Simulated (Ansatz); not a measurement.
Isomers of H2B2O. Gas-phase values, no solvent. One relaxed conformer stands for each flexible species; it need not be the lowest. Strings in code marks are SMILES.

Quantity: electronic energy of isomers of H2B2O relative to `BB=O`, in kcal/mol. The DFT solution of `[H]/B=B/O` is unstable or spin-contaminated; the geometry comes from it. The restricted reference of `[H]/B=B/O` is unstable towards unrestricted orbitals.

Level 1: composite: frozen-core CCSD(T) with HF/cc-pVQZ and the correlation energy extrapolated as X^-3 from cc-pVTZ and cc-pVQZ, plus CCSDT(Q) minus CCSD(T) in cc-pVDZ // B3LYP-D3(BJ)/def2-TZVP (Ansatz, a first-principles code)
Level 2: frozen-core CCSD(T)/cc-pVQZ // B3LYP-D3(BJ)/def2-TZVP (Ansatz)
Level 3: frozen-core CCSDTQ/6-31g // B3LYP-D3(BJ)/def2-TZVP (Ansatz)
Level 4: PBE/cc-pVTZ // B3LYP-D3(BJ)/def2-TZVP (Ansatz)

```
species      level 1  level 2  level 3  level 4
-----------  -------  -------  -------  -------
`[H]/B=B/O`     68.2     68.9     79.9     66.6
`B1BO1`         7.07     7.09     27.3     5.01
```
